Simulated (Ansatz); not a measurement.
Start from `CBC(O)F` and change one atom or group to get `N[SiH2]C(O)F`.

Ansatz, PBE0-D4/def2-TZVP geometries, multiplicity 1. Each molecule was computed in one conformer, which needn't be the lowest.

| property | `CBC(O)F` |
| --- | --- |
| HOMO energy (B3LYP/def2-TZVPP) / eV | -8.31 |
| size of the dipole moment (B3LYP/def2-TZVPP) / D | 2.14 |
| HOMO–LUMO gap (B3LYP/def2-TZVPP) / eV | 6.77 |
| LUMO energy (B3LYP/def2-TZVPP) / eV | -1.54 |
| HOMO energy (ωB97M-V/def2-TZVPP) / eV | -10.87 |
| LUMO energy (PBE0/def2-TZVPP) / eV | -1.30 |

Problem. What does the change do to each property? (An estimate is asked.)

Solution. The calculation gave: 
```csv
property,`N[SiH2]C(O)F`,shift
HOMO energy (B3LYP/def2-TZVPP) / eV,-7.60,0.71
size of the dipole moment (B3LYP/def2-TZVPP) / D,3.15,1.01
HOMO–LUMO gap (B3LYP/def2-TZVPP) / eV,7.33,0.56
LUMO energy (B3LYP/def2-TZVPP) / eV,-0.27,1.27
HOMO energy (ωB97M-V/def2-TZVPP) / eV,-10.10,0.77
LUMO energy (PBE0/def2-TZVPP) / eV,0.02,1.32
```

With PBE0 the HOMO rises by 0.70 eV and the LUMO rises by 1.32 eV, so the gap widens by about 0.62 eV. PBE moves the HOMO by 0.58 eV and ωB97M-V by 0.77 eV. Dipoles are sizes alone; their direction can turn.

B3LYP here is the variant with VWN-RPA as its local correlation; programs differ in this.
